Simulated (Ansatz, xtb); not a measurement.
**Two isomers of C5H4Br2**

Structure X: `BrC1=CCC(Br)=C1`, a singlet. Structure Y: `BrC1=CC=C(Br)C1`, a singlet. Both are isolated molecules in the gas phase, relaxed with r2SCAN-D4/def2-SVP.

Quicker runs give these differences E(Y) − E(X): GFN2-xTB −0.65 kcal/mol; HF/STO-3G −0.17 kcal/mol (at GFN2-xTB geometries); r2SCAN-D4/def2-SVP//GFN2-xTB −0.33 kcal/mol.

**Question.** Estimate E(Y) − E(X) at the level CCSD(T)/def2-SVP + ΔMP2/def2-TZVPP.

**Answer.** CCSD(T)/def2-SVP + ΔMP2/def2-TZVPP gives E(Y) − E(X) = −0.04 kcal/mol, slightly favouring structure Y, which is too small a margin to settle the true order.

How the difference moves with the method:

| level | geometry | E(Y) − E(X) (kcal/mol) | departure from the last row (kcal/mol) | job, with rough time for the two |
| --- | --- | --- | --- | --- |
| GFN2-xTB | GFN2-xTB | −0.65 | −0.61 | optimisation, 0.11 s |
| HF/STO-3G | GFN2-xTB | −0.17 | −0.12 | single point, 1.1 s |
| r2SCAN-D4/def2-SVP//GFN2-xTB | GFN2-xTB | −0.33 | −0.28 | single point, 9.6 s |
| r2SCAN-D4/def2-SVP | r2SCAN-D4/def2-SVP | −0.28 | −0.23 | optimisation, 61 s |
| HF/def2-SVP | r2SCAN-D4/def2-SVP | −0.24 | −0.19 | part of the CCSD(T) run |
| MP2/def2-SVP | r2SCAN-D4/def2-SVP | −0.33 | −0.28 | part of the CCSD(T) run |
| CCSD(T)/def2-SVP | r2SCAN-D4/def2-SVP | −0.31 | −0.26 | single point |
| CCSD(T)/def2-SVP + ΔMP2/def2-TZVPP | r2SCAN-D4/def2-SVP | −0.04 |  | single point, 4.6 min |

As drawn, both hold the same kinds of bond in the same numbers.

The largest departure from CCSD(T)/def2-SVP + ΔMP2/def2-TZVPP is that of GFN2-xTB, 0.61 kcal/mol. The last row adds to CCSD(T) the change of the MP2 difference between the two basis sets, here +0.26 kcal/mol.

With thermal terms from frequencies at re-optimised GFN2-xTB minima (ideal gas, soft modes damped towards free rotors, one conformer each, 298.15 K, 1 atm): on the last row, ΔE + ΔZPE = +0.05, ΔH = +0.05, ΔG = +0.44 kcal/mol.

The correlated steps freeze 23 core orbitals; the filled d shell of Br is correlated, in a basis made for valence electrons. Codes used: Ansatz 0.2.0, xtb 6.7.1; the last row on 2 threads of Arm Neoverse V2 on a shared host.
